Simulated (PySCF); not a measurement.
## Excitation energy of Au²⁺ by level of theory

Au²⁺ [Xe] 4f14 5d9 (2D) → Au²⁺ [Xe] 4f14 5d8 6p1 (high-spin determinant), as a difference of total energies. All numbers are calculated (PySCF 2.14, a scalar-relativistic core potential, in def2-TZVPPD with the def2 core potential (60 electrons) (6s5p3d2f1g, 59 functions)). Correlated levels: valence and next inner shell: nothing frozen outside the core potential. The calculations carry no spin-orbit coupling.

```
                                method  excitation energy (eV)
                                   UHF                  12.057
    MP2 (valence and next inner shell)                  12.841
SCS-MP2 (valence and next inner shell)                  12.851
   CCSD (valence and next inner shell)                  12.636
CCSD(T) (valence and next inner shell)                  12.625
```

Task: How much does correlation contribute at CCSD(T) (valence and next inner shell)?

Result: 12.625 − (12.057) = 0.568 eV, measured against UHF.

The determinant of the upper state mixes LS terms, which raises its energy above the lowest term, most at the Hartree-Fock and MP2 levels.
